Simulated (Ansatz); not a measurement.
CH5B (SMILES BC), charge 0, multiplicity 1, relaxed at each level with Ansatz (a quantum-chemistry and plane-wave program); harmonic frequencies from differences of analytic forces, average atomic masses, frozen cores.

| level | harmonic frequencies (cm⁻¹) | ZPE (eV) | cost over HF/def2-TZVPP (rough) |
|---|---|---|---|
| HF/def2-TZVPP | 136 640 726 993 1144 1161 1344 1447 1552 1591 2648 2707 3101 3189 3230 | 1.588 | ×1 |
| PBE/def2-TZVPP | 174 516 663 966 1029 1052 1205 1273 1370 1423 2512 2584 2900 3008 3061 | 1.471 | ×1 |
| r2SCAN/def2-TZVPP | 180 537 684 984 1064 1084 1245 1312 1420 1471 2561 2634 2964 3071 3125 | 1.509 | ×1 |
| B3LYP/def2-TZVPP | 159 564 689 974 1068 1093 1257 1329 1429 1478 2574 2642 2961 3061 3108 | 1.512 | ×1 |
| PBE0/def2-TZVPP | 170 543 679 984 1059 1080 1242 1317 1418 1467 2569 2642 2987 3092 3145 | 1.512 | ×1 |
| CCSD(T)/cc-pVDZ | 169 549 678 971 1063 1090 1254 1326 1422 1468 2580 2653 2991 3099 3153 | 1.517 | ×1 |
